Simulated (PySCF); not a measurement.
# Bond curve of CsN

Set-up: PySCF, scalar-relativistic core potentials, basis sets Cs def2-TZVP with ECP46, N def2-TZVP. Energies in eV from Cs + N in their ground configurations at the same level. State: ³Π (triplet), unpaired electrons σ ↑, π ↑.

All columns are PBE0. A positive dipole means Cs(−)N(+).

```tsv
R (Å)	E (eV)	μ (D)	Mulliken charge on Cs (basis-dependent)	HOMO (eV)	LUMO (eV)	Mayer bond order	⟨S²⟩
2.178	-0.617	-6.17	0.65	-4.11	-0.76	0.64	2.01
2.280	-0.891	-6.79	0.66	-3.84	-0.81	0.60	2.01
2.381	-1.045	-7.40	0.67	-3.60	-0.87	0.57	2.01
2.457	-1.100	-7.84	0.68	-3.43	-0.93	0.55	2.01
2.533	-1.115	-8.28	0.68	-3.28	-0.99	0.55	2.01
2.609	-1.100	-8.71	0.68	-3.13	-1.05	0.54	2.02
2.710	-1.045	-9.26	0.69	-2.95	-1.12	0.54	2.02
2.837	-0.937	-9.93	0.69	-2.75	-1.21	0.55	2.02
2.989	-0.776	-10.69	0.68	-2.53	-1.32	0.56	2.03
3.192	-0.538	-11.64	0.67	-2.27	-1.45	0.57	2.04
```

A fit through these points gives, at Re = 2.530 Å, μ = -8.27 D and dμ/dR = -5.69 D/Å; the reduced mass is 12.67 u.

Task: How strong is the fundamental in the double-harmonic approximation, I = 42.26·(dμ/dR)²/μred km/mol?

Result: I = 42.26·(-5.69)²/12.67 = 108 km/mol at PBE0.

These are scalar-relativistic numbers at best; spin–orbit coupling would shift them, the dissociation energy most. The state is the lowest determinant that a PBE0 search found; another state may lie lower at other levels.
